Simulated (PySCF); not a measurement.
RuF₆, SMILES [F][Ru]([F])([F])([F])([F])[F] (connectivity only; charge and spin as stated), neutral, multiplicity 3.

Geometry: PBE-D3(BJ)/def2-SVP. The spin state was assumed, not searched. The isomer is the one that the SMILES or the coordinates give; other isomers of the formula were not compared. The def2 effective core potentials stand for the cores of Ru; spin–orbit coupling is left out.

These are TDA-LC-ωPBE/def2-SVPD (PySCF) values and carry that method's errors.

Vertical excitations; the highest root listed may be one member of a degenerate set. Isolated molecule, no solvent.

Q: Give excitation energies, oscillator strengths and character. (Estimate from the structure and the level; the computed values follow.)

A: 
```tsv
state	energy (eV)	λ (nm)	f	main pairs
root 1	0.10	13008	0.000	α HOMO−1→LUMO (degenerate set)
root 2	0.10	13006	0.000	α HOMO→LUMO (degenerate set)
root 3	2.12	584	0.000	α HOMO−2→LUMO, β HOMO−2→LUMO (degenerate set)
root 4	2.12	584	0.000	α HOMO−3→LUMO, β HOMO−1→LUMO (degenerate set)
root 5	2.32	534	0.000	α HOMO−4→LUMO 71 %, β HOMO→LUMO 26 %
root 6	2.49	498	0.001	α HOMO−5→LUMO 84 %, β HOMO−8→LUMO 12 %
root 7	2.50	496	0.001	α HOMO−6→LUMO, β HOMO−7→LUMO (degenerate set)
root 8	2.50	496	0.001	α HOMO−7→LUMO, β HOMO−6→LUMO (degenerate set)
root 9	2.55	485	0.000	α HOMO−4→LUMO 28 %, β HOMO→LUMO 72 %
root 10	2.73	454	0.000	α HOMO−8→LUMO 82 %, β HOMO−5→LUMO 9 %, β HOMO−6→LUMO 6 %
```
Unrestricted roots are not spin-pure.
